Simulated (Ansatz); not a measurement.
The inner images of a band of ClH5O3SZr (11 atoms, charge 0, multiplicity 1) are given out of order.

Theory: RKS B3LYP-D4/def2-SVP (Ansatz 0.2.0).

Initial state:

```xyz
11
Properties=species:S:1:pos:R:3
Zr -0.023 -0.123 0.262
Cl -0.118 -0.347 2.678
O 1.738 -0.331 -0.563
H 2.179 -0.933 -1.170
O -1.132 1.285 -0.457
H -1.631 1.873 -1.026
O -0.895 -1.741 -0.288
H -1.475 -2.473 -0.506
S 1.584 2.346 1.112
H 2.606 1.638 1.644
H 1.023 2.562 2.324
```

Final state:

```xyz
11
Properties=species:S:1:pos:R:3
Zr -0.140 0.424 -0.202
Cl 2.340 -0.992 2.447
O 1.624 -0.210 -0.679
H 2.264 -0.749 -0.193
O -0.814 1.495 -1.649
H -1.234 1.944 -2.385
O -1.309 -0.971 0.402
H -1.834 -1.740 0.635
S 0.198 1.820 1.885
H 1.137 2.613 1.310
H 1.623 0.122 2.437
```

Question: Put them in order from the first end to the last, with their energies above the first end.
A.
```xyz
11
Properties=species:S:1:pos:R:3
Zr -0.106 -0.092 0.292
Cl -0.415 -0.283 2.692
O 1.742 -0.269 -0.346
H 2.212 -0.925 -0.871
O -1.150 1.267 -0.587
H -1.579 1.929 -1.131
O -0.873 -1.747 -0.302
H -1.438 -2.474 -0.569
S 1.383 2.447 1.323
H 2.562 1.920 0.922
H 1.518 1.982 2.586
```
B.
```xyz
11
Properties=species:S:1:pos:R:3
Zr 0.037 -0.089 0.131
Cl 0.340 -0.894 2.446
O 1.708 -0.553 -0.729
H 2.287 -1.262 -1.019
O -0.701 1.405 -0.862
H -1.168 2.078 -1.358
O -1.307 -1.441 -0.224
H -1.612 -2.240 0.219
S 0.818 2.299 1.731
H 1.868 2.780 1.026
H 1.587 1.672 2.647
```
C.
```xyz
11
Properties=species:S:1:pos:R:3
Zr -0.058 -0.111 0.247
Cl -0.301 -0.527 2.639
O 1.736 -0.457 -0.421
H 2.274 -1.069 -0.932
O -0.896 1.381 -0.658
H -1.375 1.937 -1.274
O -1.088 -1.624 -0.334
H -1.647 -2.401 -0.289
S 1.128 2.297 1.642
H 2.164 2.661 0.851
H 1.920 1.669 2.538
```
D.
```xyz
11
Properties=species:S:1:pos:R:3
Zr 0.132 -0.009 0.057
Cl 1.146 -0.965 2.155
O 1.648 -0.564 -1.029
H 2.284 -1.280 -0.914
O -0.579 1.411 -1.056
H -1.121 2.045 -1.530
O -1.384 -1.210 0.141
H -1.629 -2.059 0.523
S 0.522 2.275 1.828
H 1.640 2.690 1.188
H 1.197 1.423 2.647
```
E.
```xyz
11
Properties=species:S:1:pos:R:3
Zr 0.104 0.241 -0.007
Cl 1.476 -0.835 2.316
O 1.726 -0.320 -0.895
H 2.461 -0.940 -0.853
O -0.688 1.383 -1.325
H -1.248 1.896 -1.909
O -1.248 -1.062 0.400
H -1.641 -1.902 0.646
S 0.347 2.097 1.883
H 1.475 2.608 1.330
H 1.095 0.591 2.422
```

Answer: A (+0.01 eV), C (+0.05 eV), B (+0.23 eV), D (+0.40 eV), E (+0.85 eV).

Time of the run: 7.5 min on 4 threads of Arm Neoverse V2 (shared host), peak memory 0.39 GiB.
